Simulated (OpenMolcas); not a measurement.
Ni2+ with 6 ligands (water) in octahedral coordination (Th). Ligand basis ANO-RCC-VDZP.

| Property | Result |
| --- | --- |
| Program | OpenMolcas |
| Method | CASSCF |
| Basis | ANO-RCC-VTZP [6s5p3d2f1g] |
| Scalar Hamiltonian | DKH2, point nucleus |
| Active space | 8 electrons in 5 orbitals (3d) |
| State averaging | 2S+1 = 3 even, 10 roots; 2S+1 = 1 even, 15 roots |
| Spin-orbit coupling | state interaction with AMFI integrals over the reference wave functions |

All ligands move together. At R = 2 Å |10Dq| is 7815 cm-1, and at R = 2.05 Å it is 6664 cm-1.

Problem. A third run gives 5019 cm-1. What distance was it run at?

Solution. With a power law R^-n the two known points give n = -ln(6664 / 7815) / ln(2.05 / 2) = 6.45. Then R = 2 × (7815 / 5019)^(1/6.45) = 2.142 Å. The run was at 2.14 Å, so the estimate is off by +0.002 Å.

Without dynamic correlation the repulsion within the d shell is too large (B by tens of per cent), so at a given field states of lower spin stand too high. Ligand-to-metal charge-transfer states are missing. With no ligand orbital active B as a rule stays too high, so bands that hang on it stand too high and its fall with covalency is understated. With metal d orbitals alone and no dynamic correlation the field as a rule comes out too small, by tens of per cent, by up to half for chloride and softer ligands, and the orbital part of g and χT, which goes as 1/10Dq, too large. No measured value stands beside these numbers; the geometry is a model, was not optimised and need not be the one that this ion takes.
